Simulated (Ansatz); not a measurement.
CH$_{5}$AlBGa, 9 atoms. The species carries charge 0 and has multiplicity 1. Correlated methods include outer-core shells of Ga, which these sets cover unevenly. Scalar relativity is left out up to krypton. The bonds changed during the relaxation, so this is another structure than the one it started from. All runs use 2 threads of an Arm Neoverse N1 on a shared host. Correlated methods freeze the cores.

How many basis functions does each run have, and how long does it take in Ansatz? RKS revPBE-D4/def2-TZVPP energy; direct RPA on PBE orbitals/def2-TZVPP energy; RKS PBE0-D4/def2-QZVPP energy; RKS ωB97M-V/def2-QZVPP energy; RHF-CCSD(T)/def2-TZVPP energy; RKS PBE0-D4/def2-TZVP frequencies; RKS PBE-D4/def2-TZVPP energy and forces; RKS HSE06 (plane-wave form)-D4/def2-TZVPP energy; RKS PBE0-D4/def2-TZVP relaxation (6 steps); RHF-MP2/def2-QZVPP energy; RKS PBE0-D4/def2-SVP energy; RKS B3LYP-D4/def2-TZVPP energy and forces. (Best estimate.)

Computed: Other jobs shared the machine, so times are rough.

```tsv
level	job	functions	wall time	peak host memory (GiB)
RKS PBE0-D4/def2-SVP	energy	103	3.7 s	0.21
RKS revPBE-D4/def2-TZVPP	energy	222	6 s	0.28
RKS PBE-D4/def2-TZVPP	energy and forces	222	7.5 s	0.29
RKS HSE06 (plane-wave form)-D4/def2-TZVPP	energy	222	11 s	0.59
RKS B3LYP-D4/def2-TZVPP	energy and forces	222	14 s	0.62
direct RPA on PBE orbitals/def2-TZVPP	energy	222	20 s	0.55
RKS PBE0-D4/def2-QZVPP	energy	423	29 s	1.4
RKS PBE0-D4/def2-TZVP	relaxation (6 steps)	177	69 s	0.46
RKS ωB97M-V/def2-QZVPP	energy	423	72 s	1.7
RHF-MP2/def2-QZVPP	energy	423	73 s	2.4
RHF-CCSD(T)/def2-TZVPP	energy	222	4 min	3.3
RKS PBE0-D4/def2-TZVP	frequencies	177	5.9 min	0.46
```

B3LYP here is the variant with VWN-RPA as its local correlation; programs differ in this.
